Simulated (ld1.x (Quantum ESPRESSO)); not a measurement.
## Logarithmic derivatives: strontium (Sr), TM

- Element: Sr
- Generator: ld1.x (Quantum ESPRESSO) 7.5
- Type: norm-conserving Troullier–Martins (Kleinman–Bylander form)
- Functional: LDA (PZ)
- Relativity: fully relativistic
- Frozen core: [Ar] 3d10
- Valence charge: 10
- Reference configuration: 4s2 4p6 4d0 5s1 5p0 (charge +1)
- Partial waves: 4s (bound): rc 1.35 bohr; 4p (bound): rc 2.35 bohr; 4d (bound, empty): rc 3.60 bohr
- Local potential: the d channel
- Core correction: Bessel-smoothed model core inside 1.05 bohr

Open shells are filled in proportion to 2j + 1 (rel_dist='average').

Occupied shells without a wave of their own: 5s. They enter only through the test configuration that unscreens the potential, and ld1.x also counts them in the model core charge.

The phase is arctan(r·u′/u) with u = r·R(r), unwrapped; energies in Ry, scanned from -5 to 5 Ry. A pole is an energy at which the radial function vanishes at the test radius. The pseudo phase is shifted by a multiple of π to meet the all-electron one at the reference energy, and phase errors are pseudo minus all-electron; the curves can meet again beyond the range given. Levels narrower than the energy grid can be missing from the lists of poles.

```json
{"channel": "s", "radius (bohr)": "3.88", "reference energy (Ry)": "-3.48", "poles, all-electron": "-3.46, 0.23, 4.23", "poles, pseudo": "-3.46, 0.11, 4.09", "unbroken range about the reference energy with phases within 0.05 rad": "below -0.8", "phase error 1 Ry above the reference energy (rad)": "+0.001"}
{"channel": "p1/2", "radius (bohr)": "3.88", "reference energy (Ry)": "-2.21", "poles, all-electron": "-2.19, 0.86, 4.98", "poles, pseudo": "-2.19, 0.67, 4.22", "unbroken range about the reference energy with phases within 0.05 rad": "below -0.4", "phase error 1 Ry above the reference energy (rad)": "+0.004"}
{"channel": "p3/2", "radius (bohr)": "3.88", "reference energy (Ry)": "-2.12", "poles, all-electron": "-2.10, 0.92", "poles, pseudo": "-2.10, 0.69, 4.15", "unbroken range about the reference energy with phases within 0.05 rad": "below -0.4", "phase error 1 Ry above the reference energy (rad)": "+0.004"}
{"channel": "d3/2", "radius (bohr)": "3.88", "reference energy (Ry)": "-0.52", "poles, all-electron": "-0.28, 2.27", "poles, pseudo": "-0.27, 2.63", "unbroken range about the reference energy with phases within 0.05 rad": "below 0.3", "phase error 1 Ry above the reference energy (rad)": "+0.125"}
{"channel": "d5/2", "radius (bohr)": "3.88", "reference energy (Ry)": "-0.51", "poles, all-electron": "-0.28, 2.28", "poles, pseudo": "-0.27, 2.63", "unbroken range about the reference energy with phases within 0.05 rad": "below 0.3", "phase error 1 Ry above the reference energy (rad)": "+0.110"}
```

Note: ghost state, extra bound levels that the all-electron valence spectrum of the same l lacks: s at -356.8 eV. A true bound ghost makes a file unfit for plane-wave use. ld1.x takes every shell without a wave as core, so the model core holds the 5s electrons as well and exchange and correlation see them twice. This cancels in the reference configuration, but the file is broken for other ones, and its errors say nothing about a proper core correction.

Phases in the s channel:

| E (Ry) | all-electron | pseudo |
| --- | --- | --- |
| -5.00 | 1.443 | 1.443 |
| -4.48 | 1.434 | 1.434 |
| -3.96 | 1.421 | 1.421 |
| -3.44 | -1.707 | -1.706 |
| -2.92 | -1.751 | -1.750 |
| -2.40 | -1.782 | -1.781 |
| -1.88 | -1.836 | -1.833 |
| -1.36 | -1.959 | -1.955 |
| -0.84 | -2.628 | -2.653 |
| -0.32 | -4.442 | -4.490 |
| 0.20 | -4.704 | -4.738 |
| 0.72 | -4.818 | -4.866 |
| 1.24 | -4.951 | -5.069 |
| 1.76 | -5.381 | -6.231 |
| 2.28 | -7.257 | -7.515 |
| 2.80 | -7.659 | -7.713 |
| 3.32 | -7.767 | -7.790 |
| 3.84 | -7.823 | -7.836 |
| 4.36 | -7.863 | -7.871 |
| 4.88 | -7.899 | -7.905 |
